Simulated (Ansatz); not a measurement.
This geometry of FH3O3Zr + H (9 atoms, charge 0, multiplicity 2) is a first-order saddle point.

These are results of UKS B3LYP-D4/def2-SVP (Ansatz 0.2.0), not measurements.

```xyz
9
Properties=species:S:1:pos:R:3
Zr 0.106 -0.152 0.012
F -1.031 0.123 2.296
O 1.710 -0.265 -1.050
H 2.466 -0.435 -1.614
O -0.754 1.575 -0.212
H -1.206 2.337 -0.576
O -0.721 -1.903 0.213
H -1.305 -2.654 0.095
H -0.358 -0.275 2.812
```

Task: Which two structures does it join? (They come from a converged band through this point; their orientation in space is the band's.)

Result: Bonds formed: O5–H9. FH3O3Zr + H becomes FH4O3Zr.

Image 0:

```xyz
9
Properties=species:S:1:pos:R:3
Zr -0.106 -0.152 0.015
F 0.060 0.161 1.912
O 1.663 -0.293 -0.738
H 2.502 -0.390 -1.190
O -1.057 1.332 -0.768
H -1.536 2.019 -1.233
O -1.084 -1.793 -0.248
H -1.564 -2.598 -0.446
H 0.030 0.065 4.674
```

Image 6:

```xyz
9
Properties=species:S:1:pos:R:3
Zr -0.141 -0.724 0.278
F -0.487 -0.490 2.207
O 1.221 -0.239 -1.019
H 2.038 -0.034 -1.475
O -0.232 1.600 0.798
H -0.666 2.286 0.273
O -0.905 -2.426 -0.201
H -1.293 -3.222 -0.568
H -0.627 1.601 1.686
```

Task: How far does it lie above each of them?

Result: 65.9 kJ/mol above the first and 102.9 kJ/mol above the second. This is the barrier of this one path; another mechanism may lie lower.

Run time: 7.2 min on 4 threads of Arm Neoverse V2, with other jobs on the host, peak memory 0.36 GiB.
